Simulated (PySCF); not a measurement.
**Dipole response of In (indium, neutral)**

[Kr] 4d10 5s1 5p2, high-spin 4P determinant (an excited configuration). All numbers are calculated (PySCF 2.14, the spin-free X2C one-electron Hamiltonian (Gaussian nucleus), in aug-cc-pwCVTZ-DK3 (10s9p7d4f1g, 109 functions)). Coupled (time-dependent) response in atomic units; α is the mean over directions.

```csv
method,mean α (bohr³),"α xx, yy, zz",C₆ (like pair),S(−4)
UHF,67.53,"56.57, 73.00, 73.00",738.1,1875
PBE,76.59,"58.38, 85.70, 85.70",845.8,2882
PBE0,71.79,"56.29, 79.53, 79.53",784.9,2366
```

S(−4) is the Cauchy moment in α(ω) = α(0) + S(−4) ω² + …

Spin-orbit coupling is absent.

α(iu) at UHF:

```
u (hartree)  α(iu) (bohr³)
          0          67.53
     0.0500          63.21
      0.100          53.50
      0.200          34.71
      0.300          23.10
      0.500          12.41
      0.750          7.405
       1.00          5.179
       1.50          3.162
       2.00          2.213
       3.00          1.289
       5.00         0.5962
```

The components differ because the open shell of this determinant is not spherical; for a pure term their mean is the scalar polarisability.
